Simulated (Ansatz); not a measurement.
Input file for Ansatz (a quantum-chemistry and plane-wave program): U-r2SCAN/def2-TZVPP on BRu, 2S+1 = 2, a spin state set in the input, which need not be the lowest, a point of a bond scan (R = 1.697 Å). Elements past Kr take the def2 small-core potentials; no spin–orbit coupling.

Ansatz 0.2 input:
```yaml
crystal:
  periodic: [false, false, false]
  atoms:
    - {symbol: Ru, position_ang: [0.00000000, 0.00000000, 0.00000000]}
    - {symbol: B, position_ang: [0.00000000, 0.00000000, 1.69741400]}
basis:
  gaussian:
    orbitals: def2-TZVPP
    pivot_positions_ang: [[0.00000000, 0.00000000, 0.00000000], [0.00000000, 0.00000000, 1.69741400]]
hamiltonian:
  xc: {name: r2SCAN}
magnetization: {spin_polarized: true, initial_magnetization: 1}
output: {forces: true, orbitals: {seedname: ./end}}
```

Program output:

```
WARN ansatz: RAYON_NUM_THREADS=2 ignored (pool sized by the plan → 2); use --threads N
Functional definition: r2SCAN
integrals: 0.02 GiB planned
498 factors; their error is unknown
mean field: 0.28 GiB planned
mean field evaluation 1: about -3249.3073 eV, gradient 4.1e1 eV
mean field evaluation 2: about -3134.0158 eV, gradient 1.4e2 eV
mean field evaluation 4: about -3255.6719 eV, gradient 6.3e0 eV
mean field evaluation 8: about -3255.9507 eV, gradient 3.5e-1 eV
mean field evaluation 16: about -3255.9553 eV, gradient 5.1e-3 eV
mean field evaluation 32: about -3255.9553 eV, gradient 5.3e-5 eV
mean field evaluation 64: about -3255.0948 eV, gradient 4.3e-1 eV
mean field evaluation 96: about -3255.9553 eV, gradient 2.2e-6 eV
mean field evaluation 128: about -3255.0438 eV, gradient 1.2e0 eV
mean field evaluation 160: about -3254.2342 eV, gradient 1.8e0 eV
mean field evaluation 192: about -3255.9288 eV, gradient 1.1e0 eV
mean field -3255.95534049 eV, -119.6541517974 hartree, gradient 4.3e-6 eV, S^2 1.030357; 12 other end points of the search recorded, 0 dependent functions left out
the calculation of the forces begins
reference -3255.95536129 eV, -119.6541525615 hartree; 11, 10 occupied and 76, 77 virtual orbitals, 498 factors
Total energy: -3255.95536129 eV, -119.6541525615 hartree
Atom 0 at     0.000000     0.000000     0.000000 Å, force    -0.000000     0.000000    -0.253077 eV/Å
Atom 1 at     0.000000     0.000000     1.697414 Å, force     0.000000    -0.000000     0.253077 eV/Å
Dipole moment:    -0.000000     0.000000    -0.743412 e Å
```

Self-consistency was reached. Its determinant has ⟨S²⟩ = 1.03, a mixture of spin states.

Cost: around 40 core-seconds (rough).
